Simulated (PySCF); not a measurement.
A structure optimised at PBE-D3(BJ)/def2-SVP, used in a PySCF frequency run:

```xyz
9

O      0.3186     1.4578    -1.2334
Ge     0.0000     0.0000    -0.2340
O     -0.3186    -1.4578    -1.2334
S     -1.8929     0.1660     0.9314
S      1.8929    -0.1660     0.9314
H     -0.5228     1.7938    -1.5992
H      0.5228    -1.7938    -1.5992
H     -2.3702    -0.9497     0.3086
H      2.3702     0.9497     0.3086
```
Charge 0, spin multiplicity 1.

**Question.** Write its SMILES, formula and point group.

**Answer.** [OH][Ge]([OH])([SH])[SH], GeH₄O₂S₂, C2

**Question.** What are its rotational constants (standard atomic weights)?

**Answer.** 2.6369, 1.5648, 1.4095 GHz
